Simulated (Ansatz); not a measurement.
Loss of H2: C2H6Sn → C2H4Sn + H2

Species: C2H6Sn `C=[CH][SnH3]`, singlet; C2H4Sn `C#[C][SnH3]`, singlet; H2 (hydrogen), singlet. 

Shapes, held fixed at every level: PBE0-D4/def2-TZVP. Programs: Ansatz 0.2.0. The zero-point and thermal change to 298 K, harmonic and unscaled (PBE0-D4/def2-TZVP), is -26.5 kJ/mol.

| level | kind | ΔH(298 K) (kJ/mol) | less CCSD(T)/def2-TZVPP |
| --- | --- | --- | --- |
| HF/def2-TZVPP | Hartree–Fock | +139.9 | -1.8 |
| SPW92/def2-TZVPP | LDA | +193.6 | +51.9 |
| BHLYP-D4/def2-TZVPP | global hybrid | +160.7 | +19.0 |
| PBE0-D4/def2-TZVPP | global hybrid | +171.1 | +29.4 |
| r2SCAN0-D4/def2-TZVPP | global hybrid | +167.0 | +25.3 |
| MP2/def2-TZVPP | perturbation theory | +134.0 | -7.7 |
| CCSD(T)/def2-SVP | coupled cluster or CI | +151.7 | +10.0 |
| CCSD(T)/def2-TZVPP | coupled cluster or CI | +141.7 | 0.0 |

The highest level, CCSD(T)/def2-TZVPP, gives ΔH(298 K) = +141.7 kJ/mol; the levels span +134.0 to +193.6. The column of differences is taken from that level and isn't an error. No measured value is set beside it here. For atoms past krypton def2 sets carry core potentials with scalar relativity. Correlated rows may include outer-core shells of Sn, which these sets cover unevenly.
